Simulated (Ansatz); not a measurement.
Isolated molecules relaxed with PBE0-D4/def2-TZVP in Ansatz; ΔE leaves out vibrations. CCSD(T)/CBS adds triple-zeta CCSD(T) − MP2 to the extrapolated MP2 energy (def2 sets, frozen cores). This one scheme is used for every species. One conformer a species, not always the lowest.

`C=N[SiH2]N` → `C=N` + `N[SiH]`  (silylene formation by 1,1-elimination)

```
     species  MP2/def2-SVP energy (Eh)
`C=N[SiH2]N`                -439.56790
       `C=N`                 -94.26062
    `N[SiH]`                -345.23297
```

Problem. Work out ΔE.

Solution. ΔE = (-94.26062) + (-345.23297) − (-439.56790) = 0.07431 Eh = +195.1 kJ/mol. CCSD(T)/CBS gives +202.5 kJ/mol.

Largest T1 diagnostic among the species: 0.015.

Leaving LDA and LC-ωPBE aside and taking each functional with its dispersion term where it has one, the values, not all of them listed here, spread over 39.0 kJ/mol, from BLYP-D4 to r2SCAN0-D4. LDA lies +33.5 kJ/mol from PBE without D4. From BLYP to BHLYP (50 % exact exchange), in def2-TZVPP and without D4, ΔE moves by +38.2 kJ/mol. At CCSD(T), def2-SVP lies −29.4 kJ/mol from the extrapolated value and def2-TZVPP −7.0 kJ/mol.
